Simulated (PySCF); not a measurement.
**Polarisability and C₆ of Nb²⁺ (niobium, charge +2)**

[Kr] 4d3, high-spin 4F determinant. Computed with PySCF 2.14 in aug-cc-pVTZ-DK (9s8p6d3f2g, 102 functions), with the spin-free X2C one-electron Hamiltonian (Gaussian nucleus). Coupled (time-dependent) response in atomic units; α is the mean over directions.

```json
{"method": "UHF", "mean α (bohr³)": "10.36", "C₆ (like pair)": "53.83", "S(−4)": "47.93"}
{"method": "PBE", "mean α (bohr³)": "11.69", "C₆ (like pair)": "60.68", "S(−4)": "72.53"}
```

S(−4) is the Cauchy moment in α(ω) = α(0) + S(−4) ω² + …

Spin-orbit coupling is absent.

α(iu) at UHF:

```
u (hartree)  α(iu) (bohr³)
          0          10.36
     0.0500          10.24
      0.100          9.915
      0.200          8.919
      0.300          7.849
      0.500          6.117
      0.750          4.647
       1.00          3.641
       1.50          2.376
       2.00          1.646
       3.00         0.9021
       5.00         0.3814
```

A single London oscillator, α(iu) = α/(1 + u²/ω²), gives C₆ = (3/4) ω α². Matching the computed C₆ needs ω = 4 × 53.83 / (3 × 10.36²) = 0.669 hartree.

For an ion, C₆ is the dispersion term alone; charge-induced terms of lower order in 1/R come first.
